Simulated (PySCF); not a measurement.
First SCF of a structure search on singlet GaOBr, at a hand-made bent geometry. PySCF input:

```python
from pyscf import gto, scf, dft
mol = gto.M(atom='''
Ga     0.000000     0.000000     0.000000
O     -1.425300     0.000000     0.998000
Br     1.949600     0.000000     1.365100''',
    basis={'Ga': 'def2-TZVP', 'O': 'def2-TZVP', 'Br': 'def2-TZVP'},
    charge=0, spin=0)
mf = dft.RKS(mol, xc='PBE0')
mf.grids.atom_grid = (50, 194)
aux = {'Ga': 'def2-universal-JKFIT', 'O': 'def2-universal-JKFIT', 'Br': 'def2-universal-JKFIT'}
mf = mf.density_fit(auxbasis=aux)
mf.conv_tol = 1e-08
mf.diis_space = 10
mf.max_cycle = 60
mf.init_guess = 'minao'
mf.verbose = 4
mf.kernel()
```

Excerpt of the output (cycles and frontier levels):

```
init E= -4572.10985516263
  HOMO = -0.338881944033532  LUMO = -0.195394827328023  gap/eV = 3.90448
cycle= 1 E= -4573.20396462585  delta_E= -1.09  |g|=  1.4  |ddm|= 1.94
  HOMO = -0.0735456565027522  LUMO = -0.0710863260195895  gap/eV = 0.06692
cycle= 2 E= -4566.71872128342  delta_E= 6.49  |g|= 3.83  |ddm|= 3.79
  HOMO = -0.282566727880047  LUMO = -0.193278998497206  gap/eV = 2.42964
cycle= 3 E= -4573.39838142739  delta_E= -6.68  |g|= 0.869  |ddm|= 3.63
  HOMO = -0.226724032981688  LUMO = -0.16654011480189  gap/eV = 1.63769
cycle= 4 E= -4573.52958275652  delta_E= -0.131  |g|= 0.646  |ddm|= 1.04
  HOMO = -0.278944666568459  LUMO = -0.189831068573454  gap/eV = 2.42490
cycle= 5 E= -4573.60169850066  delta_E= -0.0721  |g|= 0.157  |ddm|= 0.32
  HOMO = -0.28766788062794  LUMO = -0.183422337196681  gap/eV = 2.83667
cycle= 6 E= -4573.60675197307  delta_E= -0.00505  |g|= 0.0698  |ddm|= 0.0947
  HOMO = -0.293871808199017  LUMO = -0.183518308917122  gap/eV = 3.00287
cycle= 7 E= -4573.60781121022  delta_E= -0.00106  |g|= 0.0156  |ddm|= 0.0597
  HOMO = -0.293844943004314  LUMO = -0.183365004621407  gap/eV = 3.00631
cycle= 8 E= -4573.60787440337  delta_E= -6.32e-05  |g|= 0.00345  |ddm|= 0.0179
  HOMO = -0.293650191745611  LUMO = -0.183385111100222  gap/eV = 3.00047
cycle= 9 E= -4573.60787806525  delta_E= -3.66e-06  |g|= 0.000891  |ddm|= 0.00404
  HOMO = -0.293679090188773  LUMO = -0.18338580246629  gap/eV = 3.00123
cycle= 10 E= -4573.60787840059  delta_E= -3.35e-07  |g|= 0.000428  |ddm|= 0.00146
  HOMO = -0.293690722924284  LUMO = -0.183365998149831  gap/eV = 3.00209
cycle= 11 E= -4573.60787849567  delta_E= -9.51e-08  |g|= 0.000203  |ddm|= 0.000877
  HOMO = -0.293704271463323  LUMO = -0.183371558425186  gap/eV = 3.00231
cycle= 12 E= -4573.60787851644  delta_E= -2.08e-08  |g|= 5.97e-05  |ddm|= 0.000531
  HOMO = -0.293706519619238  LUMO = -0.183370307708074  gap/eV = 3.00240
cycle= 13 E= -4573.60787851784  delta_E= -1.4e-09  |g|= 1e-05  |ddm|= 0.000117
  HOMO = -0.293707302710442  LUMO = -0.183371475290137  gap/eV = 3.00239
Extra cycle  E= -4573.60787851786  delta_E= -2.73e-11  |g|= 9.95e-06  |ddm|= 1.94e-05
converged SCF energy = -4573.60787851786
```

No lower solution of this spin was found by a stability analysis within the restricted form, which does not test spin polarisation.

The search for the lowest solution, with the stability check, took 7.1 s on 4 threads of a shared Arm Neoverse V2 host, with 127 basis functions; the process peaked at 0.39 GiB.
